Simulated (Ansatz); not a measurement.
Ansatz (an electronic-structure program) input for diarsenic (As2), SMILES [As]#[As], PBE-D3(BJ)/def2-TZVP. 

Ansatz 0.2 input:
```yaml
crystal:
  periodic: [false, false, false]
  atoms:
    - {symbol: As, position_ang: [0.00000000, 0.00000000, -1.04691022]}
    - {symbol: As, position_ang: [0.00000000, 0.00000000, 1.04691022]}
basis:
  gaussian:
    orbitals: def2-TZVP
hamiltonian:
  xc: pbe
  dispersion: d3bj
relax: {f_tol: 0.002, max_steps: 200}
```

Program output:

```
WARN ansatz: RAYON_NUM_THREADS=1 ignored (pool sized by the plan → 1); use --threads N
Functional definition: PBE
integrals: 0.03 GiB planned
746 factors; their error is unknown
mean field: 0.22 GiB planned
mean field evaluation 1: about -121664.0560 eV, gradient 2.1e1 eV
mean field evaluation 2: about -121664.1616 eV, gradient 1.8e1 eV
mean field evaluation 4: about -121664.7675 eV, gradient 4.7e-1 eV
mean field evaluation 8: about -121664.7593 eV, gradient 9.7e-3 eV
mean field -121664.75935006 eV, -4471.0974387790 hartree, gradient 1.3e-5 eV, S^2 0.000000; 0 other end points of the search recorded, 0 dependent functions left out
the calculation of the forces begins
reference -121664.75937353 eV, -4471.0974396414 hartree; 33, 33 occupied and 63, 63 virtual orbitals, 746 factors
relax step   1: F+E_penalty+E_count = -121664.80208913 eV  Δ(F+E_penalty+E_count) = +0.000e0 eV  max|allowed force component| = 6.701e-1 eV/Å  Δτ_max = 0.0000 Å  (25 SCF iters, accepted)
these checks for a lower state are left out or cut short: starts, cluster_reference, orbital_swaps, neighbouring_geometries, increment
integrals: 0.03 GiB planned
746 factors; their error is unknown
mean field: 0.22 GiB planned
mean field evaluation 16: about -121664.7679 eV, gradient 2.7e0 eV
mean field -121664.76614895 eV, -4471.0976886334 hartree, gradient 9.0e-6 eV, S^2 0.000000; 0 other end points of the search recorded, 0 dependent functions left out
the calculation of the forces begins
reference -121664.76617255 eV, -4471.0976895006 hartree; 33, 33 occupied and 63, 63 virtual orbitals, 746 factors
relax step   2: F+E_penalty+E_count = -121664.80885173 eV  Δ(F+E_penalty+E_count) = -6.763e-3 eV  max|allowed force component| = 2.508e-1 eV/Å  Δτ_max = 0.0170 Å  (26 SCF iters, accepted)
these checks for a lower state are left out or cut short: starts, cluster_reference, orbital_swaps, neighbouring_geometries, increment
integrals: 0.03 GiB planned
746 factors; their error is unknown
mean field: 0.22 GiB planned
mean field -121664.76737134 eV, -4471.0977335554 hartree, gradient 1.6e-5 eV, S^2 0.000000; 0 other end points of the search recorded, 0 dependent functions left out
the calculation of the forces begins
reference -121664.76739490 eV, -4471.0977344213 hartree; 33, 33 occupied and 63, 63 virtual orbitals, 746 factors
relax step   3: F+E_penalty+E_count = -121664.81008433 eV  Δ(F+E_penalty+E_count) = -1.233e-3 eV  max|allowed force component| = 1.284e-2 eV/Å  Δτ_max = 0.0046 Å  (29 SCF iters, accepted)
these checks for a lower state are left out or cut short: starts, cluster_reference, orbital_swaps, neighbouring_geometries, increment
integrals: 0.03 GiB planned
746 factors; their error is unknown
mean field: 0.22 GiB planned
mean field evaluation 32: about -121664.7741 eV, gradient 7.5e-2 eV
mean field -121664.76737396 eV, -4471.0977336518 hartree, gradient 1.4e-5 eV, S^2 0.000000; 0 other end points of the search recorded, 0 dependent functions left out
the calculation of the forces begins
reference -121664.76739752 eV, -4471.0977345176 hartree; 33, 33 occupied and 63, 63 virtual orbitals, 746 factors
relax step   4: F+E_penalty+E_count = -121664.81008748 eV  Δ(F+E_penalty+E_count) = -3.154e-6 eV  max|allowed force component| = 5.183e-5 eV/Å  Δτ_max = 0.0002 Å  (18 SCF iters, accepted)
integrals: 0.03 GiB planned
746 factors; their error is unknown
mean field: 0.22 GiB planned
mean field -121664.76737396 eV, -4471.0977336518 hartree, gradient 1.4e-5 eV, S^2 0.000000; 1 other end points of the search recorded, 0 dependent functions left out
the calculation of the forces begins
reference -121664.76739752 eV, -4471.0977345176 hartree; 33, 33 occupied and 63, 63 virtual orbitals, 746 factors
Total energy: -121664.81011104 eV, -4471.0993042105 hartree
Atom 0 at    -0.000000    -0.000000    -1.059058 Å, force    -0.000000    -0.000000     0.000052 eV/Å
Atom 1 at     0.000000     0.000000     1.059058 Å, force    -0.000000    -0.000000    -0.000052 eV/Å
Dipole moment:     0.000000    -0.000000    -0.000000 e Å
```

The run converged.
